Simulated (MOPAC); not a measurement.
Job for MOPAC: PM3 on C2H7F (a complex).

```
PM3 1SCF PRECISE CHARGE=0 THREADS=1
C2H7F

F     -0.05706465 1     0.51311197 1    -0.03906524 1
H     -0.42475143 1     0.50043473 1     0.81296299 1
C      0.80316508 1    -0.29005744 1     3.42419510 1
C     -0.59961124 1     0.21313293 1     3.09576374 1
H      1.42226578 1    -0.35342240 1     2.52784708 1
H      0.76831973 1    -1.28334221 1     3.87427505 1
H      1.30455867 1     0.37670174 1     4.12736326 1
H     -0.57134357 1     1.21810347 1     2.66177035 1
H     -1.22687470 1     0.28066300 1     3.98597742 1
H     -1.11484210 1    -0.46376084 1     2.40622697 1
```

Program output:

```
*******************************************************************************
 **                                                                           **
 **                              MOPAC v23.2.5                                **
 **                                                                           **
 *******************************************************************************
 ** MOPAC's Digital Object Identifier: https://doi.org/10.5281/zenodo.6511958 **
 **                                                                           **
 ** Please cite the open-source release paper for use of this MOPAC version:  **
 ** J. E. Moussa and J. J. P. Stewart (2026)                                  **
 ** MOPAC: An open-source semiempirical molecular orbital program             **
 ** J. Open Source Softw., 11(119), 8025, https://doi.org/10.21105/joss.08025 **
 *******************************************************************************

                              PM3 CALCULATION RESULTS

 *******************************************************************************
 *  PM3        - The PM3 Hamiltonian to be used
 *
 *
 *
 *                 CHARGE ON SYSTEM = 0
 *
 *
 *
 *  PRECISE    - TIGHTER CRITERIA TO BE USED
 *  1SCF       - DO 1 SCF AND THEN STOP
 *  THREADS=1  - MULTI-THREADING NOT USED
 *  T=         - A TIME OF 172800.0 SECONDS REQUESTED
 *  DUMP=N     - RESTART FILE WRITTEN EVERY 7200.0 SECONDS REQUESTED
 *******************************************************************************
PM3 1SCF PRECISE CHARGE=0 THREADS=1
 C2H7F

   ATOM   CHEMICAL          X               Y               Z
  NUMBER   SYMBOL      (ANGSTROMS)     (ANGSTROMS)     (ANGSTROMS)

     1       F         -0.05706465  *   0.51311197  *  -0.03906524  *
     2       H         -0.42475143  *   0.50043473  *   0.81296299  *
     3       C          0.80316508  *  -0.29005744  *   3.42419510  *
     4       C         -0.59961124  *   0.21313293  *   3.09576374  *
     5       H          1.42226578  *  -0.35342240  *   2.52784708  *
     6       H          0.76831973  *  -1.28334221  *   3.87427505  *
     7       H          1.30455867  *   0.37670174  *   4.12736326  *
     8       H         -0.57134357  *   1.21810347  *   2.66177035  *
     9       H         -1.22687470  *   0.28066300  *   3.98597742  *
    10       H         -1.11484210  *  -0.46376084  *   2.40622697  *



          CARTESIAN COORDINATES

    NO.       ATOM           X           Y           Z

     1         F         -0.0571      0.5131     -0.0391
     2         H         -0.4248      0.5004      0.8130
     3         C          0.8032     -0.2901      3.4242
     4         C         -0.5996      0.2131      3.0958
     5         H          1.4223     -0.3534      2.5278
     6         H          0.7683     -1.2833      3.8743
     7         H          1.3046      0.3767      4.1274
     8         H         -0.5713      1.2181      2.6618
     9         H         -1.2269      0.2807      3.9860
    10         H         -1.1148     -0.4638      2.4062

  H: (PM3): J. J. P. STEWART, J. COMP. CHEM. 10, 209 (1989).
  C: (PM3): J. J. P. STEWART, J. COMP. CHEM. 10, 209 (1989).
  F: (PM3): J. J. P. STEWART, J. COMP. CHEM. 10, 209 (1989).

           Empirical Formula: C2 H7 F  =    10 atoms



      MOLECULAR POINT GROUP   :   Cs


      RHF CALCULATION, NO. OF DOUBLY OCCUPIED LEVELS = 11


 -------------------------------------------------------------------------------
 PM3 1SCF PRECISE CHARGE=0 THREADS=1
 C2H7F



     1SCF WAS SPECIFIED, SO BFGS WAS NOT USED
     SCF FIELD WAS ACHIEVED


                              PM3 CALCULATION
                                                       MOPAC v23.2.5 Linux




          FINAL HEAT OF FORMATION =        -82.12687 KCAL/MOL =    -343.61884 KJ/MOL


          COSMO AREA              =        102.31 SQUARE ANGSTROMS
          COSMO VOLUME            =         81.83 CUBIC ANGSTROMS

          IONIZATION POTENTIAL    =         12.357823 EV
          HOMO LUMO ENERGIES (EV) =        -12.358  3.424
          NO. OF FILLED LEVELS    =         11
          MOLECULAR WEIGHT        =         50.0757         POINT GROUP:  Cs

          MOLECULAR DIMENSIONS (Angstroms)

            Atom       Atom       Distance
            H     7    F     1     4.38540
            H     9    H     5     3.04158
            H     8    H     6     2.20256


          SCF CALCULATIONS        =          1





   ATOM   CHEMICAL          X               Y               Z
  NUMBER   SYMBOL      (ANGSTROMS)     (ANGSTROMS)     (ANGSTROMS)

     1       F         -0.05706465  *   0.51311197  *  -0.03906524  *
     2       H         -0.42475143  *   0.50043473  *   0.81296299  *
     3       C          0.80316508  *  -0.29005744  *   3.42419510  *
     4       C         -0.59961124  *   0.21313293  *   3.09576374  *
     5       H          1.42226578  *  -0.35342240  *   2.52784708  *
     6       H          0.76831973  *  -1.28334221  *   3.87427505  *
     7       H          1.30455867  *   0.37670174  *   4.12736326  *
     8       H         -0.57134357  *   1.21810347  *   2.66177035  *
     9       H         -1.22687470  *   0.28066300  *   3.98597742  *
    10       H         -1.11484210  *  -0.46376084  *   2.40622697  *

                             CARTESIAN COORDINATES

   1    F       -0.057064650     0.513111970    -0.039065240
   2    H       -0.424751430     0.500434730     0.812962990
   3    C        0.803165080    -0.290057440     3.424195100
   4    C       -0.599611240     0.213132930     3.095763740
   5    H        1.422265780    -0.353422400     2.527847080
   6    H        0.768319730    -1.283342210     3.874275050
   7    H        1.304558670     0.376701740     4.127363260
   8    H       -0.571343570     1.218103470     2.661770350
   9    H       -1.226874700     0.280663000     3.985977420
  10    H       -1.114842100    -0.463760840     2.406226970


           Empirical Formula: C2 H7 F  =    10 atoms



      MOLECULAR POINT GROUP   :   Cs


                  EIGENVALUES
 -34.79762 -24.25932 -22.73662 -16.99103 -16.01641 -16.01127 -15.56060 -15.32068
 -14.01529 -12.45003 -12.35782   3.42399   3.69274   3.71233   3.77969   4.14712
   4.47137   4.59254   4.60944


              NET ATOMIC CHARGES AND DIPOLE CONTRIBUTIONS

  ATOM NO.   TYPE          CHARGE      No. of ELECS.   s-Pop       p-Pop
    1          F          -0.182773        7.1828     1.63907     5.54371
    2          H           0.171836        0.8282     0.82816
    3          C          -0.109337        4.1093     1.13547     2.97386
    4          C          -0.114632        4.1146     1.13762     2.97701
    5          H           0.040020        0.9600     0.95998
    6          H           0.040488        0.9595     0.95951
    7          H           0.040509        0.9595     0.95949
    8          H           0.035619        0.9644     0.96438
    9          H           0.042716        0.9573     0.95728
   10          H           0.035553        0.9644     0.96445
 DIPOLE           X         Y         Z       TOTAL
 POINT-CHG.    -0.255    -0.060     0.929     0.965
 HYBRID        -0.291     0.002     0.596     0.664
 SUM           -0.546    -0.058     1.526     1.621


          ATOMIC ORBITAL ELECTRON POPULATIONS

     Atom    s        px        py        pz
    1  F   1.63907   1.92807   1.99983   1.61580
    2  H   0.82816
    3  C   1.13547   0.95769   1.00633   1.00985
    4  C   1.13762   0.97202   0.99055   1.01444
    5  H   0.95998
    6  H   0.95951
    7  H   0.95949
    8  H   0.96438
    9  H   0.95728
   10  H   0.96445

 **********************
 *                    *
 * JOB ENDED NORMALLY *
 *                    *
 **********************




 == MOPAC DONE ==
```

The run finished.

Cost: roughly 0.020 core-seconds.
